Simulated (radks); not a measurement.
Question: The europium ion Eu4+, configuration [Xe] 4f5. Method: Dirac Kohn-Sham, LDA (Slater exchange, Perdew-Wang correlation), spin-unpolarised, spherical densities, finite nucleus; open shells fill j = l - 1/2 first; Fermi nuclear charge, rms radius 5.1115 fm; computed with a radial shooting solver on a logarithmic mesh with Libxc functionals.

Spin-orbit splittings of the eigenvalues, e(l+1/2) - e(l-1/2), with zeta = 2 splitting/(2l+1) and mean radii in bohr:

shell  occ.  splitting (eV)  zeta (eV)  <r> j=l-1/2  <r> j=l+1/2
2p        6           647.1      431.4      0.07910      0.08583
3p        6               ?          ?       0.2390       0.2519
3d       10           28.70      11.48       0.2237       0.2277
4p        6           29.55      19.70       0.5769       0.6060
4d       10           5.357      2.143       0.6421       0.6522
4f        5          0.7393     0.2112       0.8193       0.8273
5p        6           4.718      3.145        1.445        1.520

Estimate the 3p splitting.

Answer: 131.8 eV (zeta = 87.87 eV).
